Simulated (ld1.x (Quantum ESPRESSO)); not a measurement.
Ranking TM potentials for molybdenum

All share these settings but for the change named:

Mo (Z = 42), norm-conserving Troullier–Martins (Kleinman–Bylander form), made with ld1.x (Quantum ESPRESSO) 7.5 (PBE, scalar-relativistic). Core [Kr], reference 4d5 5s1 5p0. Waves: 5p (bound, empty): rc 3.45 bohr; 4d (bound): rc 1.60 bohr; 5s (bound): rc 2.95 bohr. Local part: the s channel. Core correction: none.

Test errors are all-electron minus pseudo excitation energies from the reference, over 4d5 5s0 5p0; 4d4 5s0 5p0; 4d3 5s0 5p0; 4d4 5s1 5p1; 4d2 5s0 5p0; 4d4 5s1 5p0; 4d5.5 5s0.5 5p0. None of these files shows a bound ghost.

The base gives 523.9 meV.

Of 10 variants that were run, those that failed, showed a ghost or another fault, or gave nearly equal values are left out.

A variant can come out equal or close to the base, since the largest error may sit in a test that the change hardly touches while other tests move.

Q: Rank these variants by their largest absolute test error, smallest first.
A. core correction a·sin(br)/r model core inside 1.56 bohr
B. all radii scaled by about 1.22 (s 3.58, p 4.20, d 1.94 bohr)
C. wave 4d (bound): rc 1.60 bohr becomes 4d (bound): rc 1.98 bohr

A: C (495.1 meV), B (676.7 meV), A (1777.1 meV).
